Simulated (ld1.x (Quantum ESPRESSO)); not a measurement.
## Configuration tests for cadmium (TM)

- Element: Cd (Z = 48)
- Generator: ld1.x (Quantum ESPRESSO) 7.5
- Type: norm-conserving Troullier–Martins (Kleinman–Bylander form)
- Functional: PBEsol
- Relativity: scalar-relativistic
- Frozen core: [Ar] 3d10
- Valence charge: 20
- Reference configuration: 4s2 4p6 4d10 5s1 5p1
- Partial waves: 4p (bound): rc 1.50 bohr; 4d (bound): rc 1.40 bohr; 4s (bound): rc 0.85 bohr
- Local potential: the s channel
- Core correction: Bessel-smoothed model core inside 0.40 bohr

Occupied shells without a wave of their own: 5p, 5s. They enter only through the test configuration that unscreens the potential, and ld1.x also counts them in the model core charge.

Energies are relative to the spin-unpolarised reference configuration 4s2 4p6 4d10 5s1 5p1; without spin polarisation the order of configurations can differ from experiment.

ld1.x takes every shell without a wave as core, so the model core holds the 5p, 5s electrons as well and exchange and correlation see them twice. This cancels in the reference configuration, but the file is broken for other ones, and its errors say nothing about a proper core correction.

```json
{"valence configuration": "4s2 4p6 4d10 5s2 5p0", "charge": "0", "ΔE all-electron (eV)": "-4.729", "error AE − PS (meV)": "-8.1"}
{"valence configuration": "4s2 4p6 4d10 5s1 5p0", "charge": "+1", "ΔE all-electron (eV)": "4.579", "error AE − PS (meV)": "-346"}
{"valence configuration": "4s2 4p6 4d10 5s0 5p0", "charge": "+2", "ΔE all-electron (eV)": "21.675", "error AE − PS (meV)": "-1024"}
{"valence configuration": "4s2 4p6 4d9 5s2 5p1", "charge": "0", "ΔE all-electron (eV)": "7.917", "error AE − PS (meV)": "+114"}
{"valence configuration": "4s1 4p6 4d10 5s2 5p0", "charge": "+1", "ΔE all-electron (eV)": "108.680", "error AE − PS (meV)": "-188"}
{"valence configuration": "4s2 4p6 4d8 5s0 5p0", "charge": "+4", "ΔE all-electron (eV)": "113.713", "error AE − PS (meV)": "-1967"}
{"valence configuration": "4s2 4p6 4d9 5s0 5p0", "charge": "+3", "ΔE all-electron (eV)": "59.673", "error AE − PS (meV)": "-1498"}
```

Levels in the configuration 4s2 4p6 4d10 5s0 5p0:

| level | all-electron (eV) | pseudo (eV) |
| --- | --- | --- |
| 4s | -124.711 | -125.210 |
| 4p | -85.824 | -86.308 |
| 4d | -30.438 | -30.901 |
